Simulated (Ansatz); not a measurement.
**Ligand exchange: GeH2(CH3)Cl + C2H2FI → GeH2(CH3)I + C2H2ClF**

Species: GeH2(CH3)Cl, singlet; C2H2FI `F/C=C/I`, singlet; GeH2(CH3)I, singlet; C2H2ClF (1-chloro-2-fluoroethylene) `F/C=C/Cl`, singlet. The partners trade Cl for I: Ge–Cl and C–I bonds give way to Ge–I and C–Cl.

Shapes, held fixed at every level: PBE0-D4/def2-TZVP. Programs: Ansatz 0.2.0. The zero-point and thermal change to 298 K, harmonic and unscaled (PBE0-D4/def2-TZVP), is +0.9 kJ/mol.

| level | kind | ΔH(298 K) (kJ/mol) | less CCSD(T)/def2-TZVPP |
| --- | --- | --- | --- |
| PBE-D4/def2-TZVPP | GGA | +3.5 | -9.3 |
| r2SCAN-D4/def2-TZVPP | meta-GGA | +5.7 | -7.1 |
| B3LYP-D4/def2-TZVPP | global hybrid | +7.1 | -5.7 |
| PBE0-D4/def2-TZVPP | global hybrid | +2.5 | -10.3 |
| r2SCAN0-D4/def2-TZVPP | global hybrid | +3.6 | -9.2 |
| MP2/def2-TZVPP | perturbation theory | +12.5 | -0.3 |
| CCSD(T)/def2-SVP | coupled cluster or CI | 0.0 | -12.8 |
| CCSD(T)/def2-TZVPP | coupled cluster or CI | +12.8 | 0.0 |

The highest level, CCSD(T)/def2-TZVPP, gives ΔH(298 K) = +12.8 kJ/mol; the levels span 0.0 to +12.8. The column of differences is taken from that level and isn't an error. No measured value is set beside it here. For atoms past krypton def2 sets carry core potentials with scalar relativity. Relativity is left out for Ge. Outer-core shells of Ge, I are correlated, in sets that cover them unevenly.
